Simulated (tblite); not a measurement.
A geometry optimisation, step by step.

C₄H₇ClF₂Ge.
Atom-mapped SMILES: `[F:1][C@@H:2]1[CH2:3][CH2:4][GeH2:5][C@:6]1([F:7])[Cl:8]` (hydrogens: H9 on C2; H10, H11 on C3; H12, H13 on C4; H14, H15 on Ge5)

Computed with GFN2-xTB (tblite), gas phase: L-BFGS steps from a force-field or distance-geometry start until the largest atomic force falls under 0.01 eV/Å. 11 of its 89 geometries are shown.

Step 0: E = -763.2193 eV, largest atomic force 3.382 eV/Å
```
atom  x, y, z in Å  |  force x, y, z in eV/Å
F1      0.979   -1.214   -1.569   -0.064  -0.119  -0.134
C2      0.795   -0.933   -0.247    1.930  -2.489   1.232
C3     -0.618   -1.091    0.121   -2.557  -0.126   0.657
C4     -1.415    0.116   -0.417    0.109  -0.087   0.807
Ge5    -0.272    1.448    0.461   -0.886   1.641  -0.080
C6      1.344    0.389    0.156   -0.138   1.378  -0.636
F7      2.182    0.386    1.235    0.219  -0.468  -0.276
Cl8     2.128    1.081   -1.291    0.429   0.372   0.332
H9      1.377   -1.705    0.353   -0.157   0.289  -0.749
H10    -0.733   -1.052    1.232    0.307  -0.247  -0.532
H11    -1.053   -2.051   -0.204    0.342   0.226  -0.073
H12    -2.444    0.144   -0.017    0.408  -0.242  -0.580
H13    -1.364    0.167   -1.499   -0.295  -0.051  -0.046
H14    -0.254    2.786   -0.281    0.147  -0.173   0.407
H15    -0.655    1.536    1.944    0.204   0.096  -0.330
```

Step 9: E = -763.6712 eV, largest atomic force 0.211 eV/Å
```
atom  x, y, z in Å  |  force x, y, z in eV/Å
F1      0.955   -1.273   -1.548   -0.054   0.047  -0.041
C2      0.817   -0.998   -0.210   -0.086   0.041  -0.027
C3     -0.663   -1.116    0.163   -0.027   0.013  -0.071
C4     -1.420    0.102   -0.375    0.032   0.126   0.020
Ge5    -0.326    1.542    0.423   -0.104   0.077   0.055
C6      1.307    0.423    0.113    0.008   0.073   0.002
F7      2.170    0.356    1.180   -0.072  -0.024   0.117
Cl8     2.204    1.153   -1.230    0.038  -0.037  -0.083
H9      1.432   -1.736    0.315    0.033  -0.002   0.052
H10    -0.737   -1.141    1.255    0.012  -0.051  -0.055
H11    -1.064   -2.044   -0.237    0.002  -0.102  -0.030
H12    -2.468    0.090   -0.081    0.056  -0.054   0.037
H13    -1.382    0.147   -1.465    0.042  -0.110   0.055
H14    -0.221    2.893   -0.236    0.022  -0.120   0.107
H15    -0.608    1.611    1.912    0.098   0.125  -0.139
```

Step 18: E = -763.6941 eV, largest atomic force 0.116 eV/Å
```
atom  x, y, z in Å  |  force x, y, z in eV/Å
F1      0.930   -1.246   -1.562   -0.013  -0.015  -0.032
C2      0.807   -0.990   -0.218    0.018   0.017  -0.030
C3     -0.665   -1.133    0.160    0.016   0.018  -0.027
C4     -1.422    0.087   -0.362   -0.025   0.110   0.025
Ge5    -0.338    1.551    0.415   -0.029   0.011   0.027
C6      1.290    0.433    0.105    0.011  -0.016   0.081
F7      2.110    0.359    1.209    0.011   0.016   0.061
Cl8     2.235    1.127   -1.221    0.057   0.013  -0.003
H9      1.438   -1.719    0.303    0.032  -0.037  -0.035
H10    -0.737   -1.187    1.249   -0.009  -0.031   0.008
H11    -1.055   -2.055   -0.269    0.001  -0.048   0.012
H12    -2.467    0.067   -0.066   -0.041  -0.019   0.008
H13    -1.371    0.115   -1.451   -0.033   0.010   0.029
H14    -0.205    2.900   -0.217   -0.020  -0.016  -0.083
H15    -0.554    1.700    1.900    0.023  -0.014  -0.041
```

Step 26: E = -763.7139 eV, largest atomic force 0.196 eV/Å
```
atom  x, y, z in Å  |  force x, y, z in eV/Å
F1      0.895   -1.171   -1.590    0.012   0.079  -0.107
C2      0.809   -0.975   -0.232   -0.018  -0.033  -0.084
C3     -0.658   -1.148    0.153   -0.014  -0.017   0.047
C4     -1.446    0.075   -0.315    0.022   0.123  -0.040
Ge5    -0.340    1.563    0.397   -0.075  -0.004   0.020
C6      1.288    0.439    0.131   -0.007  -0.076   0.009
F7      2.020    0.369    1.300   -0.004  -0.100  -0.045
Cl8     2.341    1.086   -1.134    0.087   0.085   0.046
H9      1.460   -1.734    0.216    0.002   0.015   0.115
H10    -0.731   -1.259    1.232    0.032   0.041   0.189
H11    -1.030   -2.066   -0.301   -0.046  -0.038  -0.085
H12    -2.490    0.040   -0.013    0.069  -0.018   0.112
H13    -1.425    0.131   -1.404    0.000  -0.031  -0.059
H14    -0.230    2.861   -0.344   -0.035  -0.029  -0.017
H15    -0.467    1.796    1.883   -0.025   0.003  -0.100
```

Step 35: E = -763.7785 eV, largest atomic force 0.206 eV/Å
```
atom  x, y, z in Å  |  force x, y, z in eV/Å
F1      0.811   -0.922   -1.697    0.078   0.003   0.064
C2      0.809   -0.939   -0.321   -0.035   0.008   0.050
C3     -0.627   -1.171    0.134   -0.070  -0.053   0.057
C4     -1.472    0.056   -0.210    0.014  -0.027  -0.013
Ge5    -0.329    1.591    0.307    0.039  -0.048  -0.047
C6      1.288    0.417    0.193    0.148   0.035  -0.070
F7      1.782    0.215    1.466   -0.120  -0.002   0.094
Cl8     2.632    1.049   -0.773   -0.049  -0.004  -0.031
H9      1.483   -1.735    0.024   -0.002   0.000  -0.206
H10    -0.642   -1.361    1.205    0.102   0.029   0.139
H11    -1.018   -2.053   -0.370    0.000  -0.087  -0.031
H12    -2.454   -0.006    0.256    0.050   0.039  -0.067
H13    -1.591    0.089   -1.295   -0.141   0.070   0.041
H14    -0.341    2.724   -0.676    0.103  -0.003   0.081
H15    -0.335    2.056    1.736   -0.117   0.041  -0.061
```

Step 44: E = -763.8403 eV, largest atomic force 0.193 eV/Å
```
atom  x, y, z in Å  |  force x, y, z in eV/Å
F1      0.761   -0.681   -1.761   -0.071   0.016   0.110
C2      0.820   -0.914   -0.402    0.020   0.080   0.034
C3     -0.587   -1.190    0.121   -0.030  -0.048  -0.014
C4     -1.481    0.029   -0.132   -0.030   0.057  -0.018
Ge5    -0.300    1.583    0.207   -0.053   0.040   0.005
C6      1.292    0.376    0.255    0.101   0.060   0.028
F7      1.539    0.100    1.589    0.028  -0.015  -0.078
Cl8     2.790    0.976   -0.460   -0.016  -0.013   0.028
H9      1.513   -1.750   -0.237   -0.080   0.090  -0.045
H10    -0.502   -1.390    1.190   -0.005   0.010   0.038
H11    -0.986   -2.076   -0.364   -0.073  -0.116  -0.067
H12    -2.383    0.004    0.476    0.042  -0.086   0.054
H13    -1.800    0.060   -1.175    0.054  -0.075  -0.007
H14    -0.308    2.616   -0.867    0.139   0.040  -0.128
H15    -0.373    2.264    1.538   -0.026  -0.041   0.060
```

Step 53: E = -763.8689 eV, largest atomic force 0.092 eV/Å
```
atom  x, y, z in Å  |  force x, y, z in eV/Å
F1      0.678   -0.506   -1.758   -0.044   0.027   0.070
C2      0.805   -0.872   -0.429    0.090   0.020  -0.003
C3     -0.573   -1.203    0.121    0.021   0.001  -0.017
C4     -1.483    0.012   -0.093   -0.070   0.015  -0.005
Ge5    -0.290    1.589    0.146   -0.047  -0.064   0.012
C6      1.287    0.373    0.300    0.055  -0.009   0.039
F7      1.454    0.062    1.636    0.001  -0.040  -0.041
Cl8     2.845    0.927   -0.309   -0.003   0.047  -0.036
H9      1.508   -1.709   -0.387    0.029  -0.014   0.018
H10    -0.456   -1.413    1.185   -0.018  -0.015   0.000
H11    -0.972   -2.092   -0.366   -0.035  -0.007  -0.041
H12    -2.324   -0.028    0.596   -0.035   0.077   0.009
H13    -1.887    0.011   -1.106    0.030  -0.041   0.007
H14    -0.167    2.536   -1.006    0.016  -0.030   0.005
H15    -0.430    2.321    1.448    0.011   0.034  -0.018
```

Step 62: E = -763.8757 eV, largest atomic force 0.051 eV/Å
```
atom  x, y, z in Å  |  force x, y, z in eV/Å
F1      0.656   -0.467   -1.739   -0.001   0.001  -0.008
C2      0.805   -0.866   -0.423    0.017   0.024  -0.009
C3     -0.577   -1.210    0.124    0.015   0.018  -0.003
C4     -1.490    0.006   -0.085    0.005   0.000  -0.010
Ge5    -0.289    1.578    0.145   -0.019  -0.007   0.005
C6      1.290    0.369    0.319    0.006   0.003   0.032
F7      1.477    0.043    1.646    0.000  -0.020  -0.014
Cl8     2.833    0.953   -0.309   -0.020   0.000  -0.012
H9      1.514   -1.698   -0.408   -0.015  -0.030   0.018
H10    -0.466   -1.436    1.185   -0.009  -0.018  -0.001
H11    -0.970   -2.091   -0.384   -0.006   0.019   0.012
H12    -2.332   -0.005    0.606    0.037  -0.032  -0.015
H13    -1.891   -0.008   -1.099   -0.004   0.019   0.010
H14    -0.128    2.497   -1.023   -0.001  -0.010  -0.009
H15    -0.438    2.345    1.424   -0.005   0.032   0.003
```

Step 70: E = -763.8773 eV, largest atomic force 0.026 eV/Å
```
atom  x, y, z in Å  |  force x, y, z in eV/Å
F1      0.655   -0.452   -1.734    0.006  -0.012  -0.016
C2      0.805   -0.864   -0.422   -0.001   0.012  -0.002
C3     -0.575   -1.211    0.121   -0.009   0.006  -0.004
C4     -1.489    0.005   -0.079   -0.006   0.006   0.009
Ge5    -0.288    1.578    0.149   -0.011  -0.018  -0.015
C6      1.290    0.365    0.329   -0.009   0.005   0.011
F7      1.483    0.026    1.651    0.009   0.000  -0.003
Cl8     2.824    0.964   -0.305    0.005  -0.006   0.004
H9      1.509   -1.701   -0.414    0.012   0.002   0.007
H10    -0.468   -1.450    1.180    0.005   0.007  -0.001
H11    -0.970   -2.088   -0.393   -0.007   0.002  -0.015
H12    -2.326   -0.018    0.616    0.003   0.001   0.001
H13    -1.897    0.000   -1.090    0.006   0.002   0.016
H14    -0.120    2.472   -1.038    0.002  -0.010   0.000
H15    -0.440    2.381    1.407   -0.004   0.002   0.007
```

Step 79: E = -763.8777 eV, largest atomic force 0.014 eV/Å
```
atom  x, y, z in Å  |  force x, y, z in eV/Å
F1      0.658   -0.449   -1.737   -0.002   0.001  -0.001
C2      0.806   -0.861   -0.425   -0.002   0.002   0.001
C3     -0.575   -1.211    0.118   -0.007   0.004  -0.001
C4     -1.490    0.006   -0.072   -0.004   0.000   0.001
Ge5    -0.289    1.578    0.149    0.009   0.000  -0.011
C6      1.289    0.366    0.332   -0.002   0.002   0.006
F7      1.480    0.021    1.652   -0.002   0.002  -0.001
Cl8     2.827    0.962   -0.296   -0.003   0.002  -0.002
H9      1.512   -1.697   -0.416    0.005  -0.010   0.006
H10    -0.464   -1.455    1.175   -0.002  -0.003  -0.002
H11    -0.972   -2.084   -0.401    0.004   0.001  -0.006
H12    -2.324   -0.020    0.627    0.010   0.001   0.006
H13    -1.904    0.004   -1.080    0.000  -0.001   0.001
H14    -0.116    2.457   -1.048   -0.003   0.001   0.001
H15    -0.443    2.393    1.399    0.000  -0.003   0.003
```

Step 88: E = -763.8779 eV, largest atomic force 0.006 eV/Å
```
atom  x, y, z in Å  |  force x, y, z in eV/Å
F1      0.662   -0.448   -1.737    0.004   0.003  -0.003
C2      0.807   -0.861   -0.424   -0.003   0.003   0.000
C3     -0.574   -1.213    0.113   -0.004   0.002   0.001
C4     -1.490    0.006   -0.065   -0.005  -0.002   0.000
Ge5    -0.287    1.579    0.143    0.003  -0.002   0.001
C6      1.288    0.366    0.334    0.000   0.004   0.002
F7      1.471    0.023    1.655    0.004   0.003  -0.002
Cl8     2.828    0.962   -0.287    0.002  -0.003   0.001
H9      1.514   -1.696   -0.413    0.002  -0.005  -0.001
H10    -0.466   -1.469    1.167   -0.002  -0.001   0.001
H11    -0.970   -2.080   -0.417   -0.002   0.002   0.000
H12    -2.313   -0.017    0.646    0.002  -0.002   0.002
H13    -1.919    0.005   -1.067   -0.002  -0.004  -0.003
H14    -0.115    2.451   -1.059   -0.001   0.000   0.003
H15    -0.442    2.400    1.389    0.001   0.000  -0.003
```

Question: Summarise the path.

Answer: The energy falls by 63.54 kJ/mol from step 0 to step 88; nine tenths of that is first reached at step 40. It falls at every step. The largest force goes from 3.382 to 0.006 eV/Å. Among the bonds C2–C3 changes most, from 1.469 to 1.524 Å; the atoms move by 0.690 Å rms after alignment.

Question: Follow the three bonds and two angles with the largest change from start to end.

Answer: 
```
step  E above end (kJ/mol)  largest force (eV/Å)  C2–C3 (Å)  C2–H9 (Å)  Ge5–C6 (Å)  C3–C4–Ge5 (°)  Ge5–C6–Cl8 (°)
   0                 63.54                 3.382      1.469      1.137       1.956           94.3           106.2
   4                 25.83                 0.532      1.528      1.099       2.006           99.4           108.2
   8                 20.57                 0.218      1.528      1.097       2.001           99.4           107.6
  11                 19.09                 0.150      1.532      1.097       2.010           99.8           107.5
  15                 18.16                 0.089      1.527      1.097       1.999          100.4           108.6
  19                 17.60                 0.098      1.527      1.097       2.002          100.7           109.6
  23                 16.77                 0.142      1.529      1.099       2.004          101.2           110.7
  27                 15.21                 0.230      1.527      1.095       1.995          102.1           112.9
  31                 12.64                 0.200      1.530      1.097       1.995          103.5           115.3
  34                 10.48                 0.340      1.526      1.099       1.999          104.0           115.5
  38                  7.22                 0.314      1.527      1.096       2.011          104.9           117.3
  42                  4.59                 0.247      1.526      1.096       1.998          104.4           117.1
  46                  2.76                 0.217      1.527      1.098       2.006          104.5           118.2
  50                  1.40                 0.112      1.523      1.094       1.999          104.9           118.9
  54                  0.72                 0.095      1.522      1.093       1.999          104.7           118.6
  57                  0.44                 0.055      1.524      1.095       1.999          104.4           118.3
  61                  0.25                 0.053      1.524      1.094       1.996          104.5           117.6
  65                  0.13                 0.060      1.525      1.094       1.998          104.6           116.9
  69                  0.06                 0.029      1.524      1.094       1.998          104.6           116.7
  73                  0.04                 0.017      1.524      1.094       1.998          104.6           116.6
  77                  0.03                 0.014      1.524      1.094       1.999          104.6           116.7
  80                  0.02                 0.012      1.524      1.094       1.998          104.6           116.8
  84                  0.01                 0.016      1.524      1.094       1.997          104.7           116.8
  88                  0.00                 0.006      1.524      1.094       1.997          104.8           116.7
```

The cost below is that of the whole relaxation. Hardware: Intel Xeon at 2.50 GHz, one thread, on a shared host. Cost: 2.1 s of wall time.
